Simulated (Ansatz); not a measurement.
Reaction (cleavage of the Al–B bond): `C[SiH2][B](N)[AlH2]` + `[CH2]1[NH][AlH]1` → `[AlH2][N]1[CH2][AlH]1` + `C[SiH2]BN`

Calculated with Ansatz (gas phase, PBE0-D4/def2-TZVP geometries, no zero-point term in ΔE). CBS: MP2 limit from def2 TZ/QZ plus the TZ coupled-cluster correction, frozen cores. Functionals use def2-TZVPP. B3LYP here is the variant with VWN-RPA as its local correlation; programs differ in this. One conformer a species, not always the lowest.

CCSD(T)/CBS gives -139.0 kJ/mol.

Problem. Another level gave -142.1 kJ/mol. Which?
A. MP2/def2-TZVPP
B. PBE-D4/def2-TZVPP
C. PBE0/def2-TZVPP
D. B3LYP/def2-TZVPP

Solution. D. B3LYP -142.1, MP2/def2-TZVPP -150.7, PBE0 -128.9, PBE-D4 -124.1 kJ/mol.

Largest T1 diagnostic among the species: 0.015.

From PBE to PBE0 (25 % exact exchange), in def2-TZVPP and without D4, ΔE moves by −3.8 kJ/mol.
